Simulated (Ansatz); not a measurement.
Ideal-gas functions of ClFH4OSi2, SMILES `F[SiH2]O[SiH2]Cl` at 600 K and 1 bar, from an Ansatz frequency run at PBE0-D4/def2-TZVP.

Molar mass 130.65 g/mol, point group C1 (symmetry number 1), electronic degeneracy 1, moments of inertia 108.433, 417.669, 463.808 u Å². Harmonic wavenumbers (cm⁻¹, unscaled): 22, 50, 64, 270, 320, 537, 620, 638, 708, 738, 744, 881, 893, 952, 972, 984, 1145, 2270, 2274, 2279, 2284.

Use S(trans) = R[1.5 ln M + 2.5 ln T − 1.1517]; rotational temperatures θ = 24.2544 K / I; S(rot) = R[ln(√π/σ · √(T³/θAθBθC)) + 1.5]; for each mode x = 1.438777 ν̃/T, S = R[x/(eˣ − 1) − ln(1 − e⁻ˣ)] and H = RT x/(eˣ − 1); 1 cm⁻¹ = 0.0119627 kJ/mol; R = 8.31446 J/(mol·K).

Problem. By hand: the entropy, in J/(mol·K).

Solution. Translation 184.2. Rotation: θ = 0.2237, 0.0581, 0.0523 K, giving 127.3. Vibration, mode by mode: 32.78, 25.96, 23.91, 12.07, 10.72, 6.76, 5.74, 5.55, 4.85, 4.58, 4.52, 3.49, 3.41, 3.05, 2.94, 2.87, 2.12, 0.23, 0.23, 0.23, 0.23, in all 156.2. Electronic 0.0. Sum 467.7 J/(mol·K).

Problem. By hand: H − E and G − E in kJ/mol, counted from the electronic energy.

Solution. Zero-point energy ½ × 19645 × 0.0119627 = 117.5; thermal vibration 41.3; translation, rotation and pV give 4 RT = 20.0. H − E = 178.8 kJ/mol, and G − E = 178.8 − 600 × 467.7/1000 = -101.8 kJ/mol.

Vibration gives 33 % of the entropy, 82.6 J/(mol·K) of it from the modes under 150 cm⁻¹: soft modes count most, and the harmonic formula is weakest for them. The sum counts one conformer and one mirror image; others add a mixing term.
